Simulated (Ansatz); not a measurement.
Reaction (ligand exchange at the Al–F bond): `[CH3][Al]([F])[BH]O` + HCl → `[CH3][Al]([Cl])[BH]O` + H–F

Gas-phase electronic energies from Ansatz, PBE0-D4/def2-TZVP geometries. CBS: MP2 limit from def2 TZ/QZ plus the TZ coupled-cluster correction, frozen cores. This one scheme is used for every species. DFT in def2-TZVPP. B3LYP here is the variant with VWN-RPA as its local correlation; programs differ in this. Each species was taken in one conformer, which may not be the lowest.

`[CH3][Al]([F])[BH]O`:

```xyz
10

C     1.438   -1.263    0.386
Al    0.624    0.497    0.203
F     1.646    1.796    0.388
B    -1.440    0.976   -0.165
O    -2.015    0.471   -1.286
H     2.477   -1.268    0.047
H     1.444   -1.573    1.437
H     0.889   -2.029   -0.169
H    -2.126    1.664    0.555
H    -2.937    0.728   -1.397
```

HCl:

Cartesian coordinates in Å:
```
Cl 0.096 -0.230 -0.589
H -0.096 0.230 0.589
```

`[CH3][Al]([Cl])[BH]O`:

Z-matrix (Å, degrees):
```
C
Al 1 1.947
H 1 1.095 2 110.4
H 1 1.095 2 110.5 3 117.7
H 1 1.093 2 112.9 3 -121.1
Cl 2 2.123 1 115.3 3 -62.0
B 2 2.144 1 129.6 3 116.4
O 7 1.356 2 118.4 1 74.3
H 7 1.210 2 123.9 1 -106.5
H 8 0.963 7 113.8 2 178.6
```

H–F:

Cartesian coordinates in Å:
```
F -0.352 0.292 0.049
H 0.352 -0.292 -0.049
```

```json
{"level": "PBE", "ΔE (kJ/mol)": "18.4"}
{"level": "r2SCAN", "ΔE (kJ/mol)": "18.9"}
{"level": "PBE0", "ΔE (kJ/mol)": "14.0"}
{"level": "B3LYP", "ΔE (kJ/mol)": "26.1"}
{"level": "HF/def2-TZVPP", "ΔE (kJ/mol)": "19.5"}
{"level": "CCSD/def2-TZVPP", "ΔE (kJ/mol)": "20.5"}
{"level": "CCSD(T)/def2-TZVPP", "ΔE (kJ/mol)": "19.3"}
{"level": "SCS-MP2/def2-QZVPP", "ΔE (kJ/mol)": "19.2"}
```

Problem. What does CCSD(T)/CBS give? (Estimate.)

Solution. Computed: +16.2 kJ/mol. The listed levels differ from it by 2.2, 2.7, -2.2, 9.9, 3.3, 4.3, 3.1, 3.0 kJ/mol.

Largest T1 diagnostic among the species: 0.013.

The D4 term adds −4.7 kJ/mol with B3LYP and −2.7 kJ/mol with PBE0; it sums over pairs of atoms, weighted by their polarisabilities, and B3LYP, whose exchange is more repulsive, gets the larger term. From PBE to PBE0 (25 % exact exchange), in def2-TZVPP and without D4, ΔE moves by −4.3 kJ/mol.
